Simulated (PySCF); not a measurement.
## Radial density of F (fluorine, neutral)

MN15, [He] 2s2 2p5, 2P determinant. Computed with PySCF 2.14 in 6-31G* (3s2p1d, 14 functions), with no relativity, point nucleus.

```json
{"r (bohr)": "0.00322", "4πr²ρ (e/bohr)": "0.05385", "4πr²(ρα − ρβ)": "0.0000"}
{"r (bohr)": "0.00541", "4πr²ρ (e/bohr)": "0.1487", "4πr²(ρα − ρβ)": "0.0000"}
{"r (bohr)": "0.00910", "4πr²ρ (e/bohr)": "0.3964", "4πr²(ρα − ρβ)": "0.0000"}
{"r (bohr)": "0.0153", "4πr²ρ (e/bohr)": "0.9977", "4πr²(ρα − ρβ)": "0.0001"}
{"r (bohr)": "0.0258", "4πr²ρ (e/bohr)": "2.347", "4πr²(ρα − ρβ)": "0.0003"}
{"r (bohr)": "0.0433", "4πr²ρ (e/bohr)": "4.844", "4πr²(ρα − ρβ)": "0.0011"}
{"r (bohr)": "0.0729", "4πr²ρ (e/bohr)": "8.135", "4πr²(ρα − ρβ)": "0.0059"}
{"r (bohr)": "0.123", "4πr²ρ (e/bohr)": "9.647", "4πr²(ρα − ρβ)": "0.0345"}
{"r (bohr)": "0.206", "4πr²ρ (e/bohr)": "6.915", "4πr²(ρα − ρβ)": "0.1606"}
{"r (bohr)": "0.347", "4πr²ρ (e/bohr)": "4.098", "4πr²(ρα − ρβ)": "0.4659"}
{"r (bohr)": "0.583", "4πr²ρ (e/bohr)": "5.782", "4πr²(ρα − ρβ)": "0.8591"}
{"r (bohr)": "0.981", "4πr²ρ (e/bohr)": "5.480", "4πr²(ρα − ρβ)": "0.7449"}
{"r (bohr)": "1.65", "4πr²ρ (e/bohr)": "1.864", "4πr²(ρα − ρβ)": "0.2480"}
{"r (bohr)": "2.78", "4πr²ρ (e/bohr)": "0.1875", "4πr²(ρα − ρβ)": "0.0269"}
{"r (bohr)": "4.67", "4πr²ρ (e/bohr)": "5.545e-05", "4πr²(ρα − ρβ)": "0.0000"}
```
